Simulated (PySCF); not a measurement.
`C12=C(Br)C=CC1=CC=CC=C2`, C10H7Br

Geometry:
| atom | x (Å) | y (Å) | z (Å) |
| --- | --- | --- | --- |
| Br1 | -2.097 | 2.465 | -0.593 |
| C2 | -1.519 | 0.712 | -0.292 |
| C3 | -2.366 | -0.399 | -0.150 |
| C4 | -1.587 | -1.541 | 0.063 |
| C5 | -0.231 | -1.169 | 0.059 |
| C6 | 0.847 | -2.028 | 0.238 |
| C7 | 2.214 | -1.738 | 0.247 |
| C8 | 2.842 | -0.505 | 0.077 |
| C9 | 2.291 | 0.760 | -0.145 |
| C10 | 0.947 | 1.115 | -0.255 |
| C11 | -0.179 | 0.303 | -0.173 |
| H12 | -3.454 | -0.360 | -0.200 |
| H13 | -1.959 | -2.555 | 0.209 |
| H14 | 0.580 | -3.079 | 0.394 |
| H15 | 2.878 | -2.591 | 0.409 |
| H16 | 3.936 | -0.531 | 0.125 |
| H17 | 3.007 | 1.580 | -0.246 |
| H18 | 0.737 | 2.175 | -0.432 |

Method used: PySCF 2.14.0, TDDFT CAM-B3LYP/aug-cc-pVDZ excited states, vertical, gas phase. Geometry: PBE0-D3(BJ)/def2-SVP.

The calculation is non-relativistic, which matters for the atoms heavier than Zn.

Give the one- and two-photon strengths of the lowest singlets.

δ for parallel linear polarisation; σ at the peak of a Lorentzian of half width 0.1 eV, single beam; Ω is circular over linear.
```tsv
state	E (eV)	f	photon λ (nm)	δ (au)	σ (GM)	Ω	main
S1	2.27	0.008	1093	2.93	0.01	1.50	HOMO→LUMO 0.97
S2	3.64	0.025	680	84.5	0.41	0.65	HOMO→LUMO+1 0.62, HOMO−1→LUMO 0.37
S3	4.72	0.157	525	189	1.54	1.34	HOMO−1→LUMO+1 0.76, HOMO−3→LUMO 0.09
S4	4.85	0.929	511	1010	8.74	0.44	HOMO−1→LUMO 0.54, HOMO→LUMO+1 0.33
S5	4.98	0.005	498	27.8	0.25	1.50	HOMO→LUMO+2 0.78, HOMO→LUMO+4 0.11
S6	5.13	0.000	484	46.5	0.45	1.50	HOMO→LUMO+5 0.35, HOMO→LUMO+7 0.21
```

Among these, the strongest one-photon state is S4, the strongest two-photon state S4, with a dipole change of 1.5 D (relaxed, norm of the difference vector). Half the energy of S3, S4, S5, S6 comes within 0.4 eV of the allowed S1 or passes it, which inflates δ.
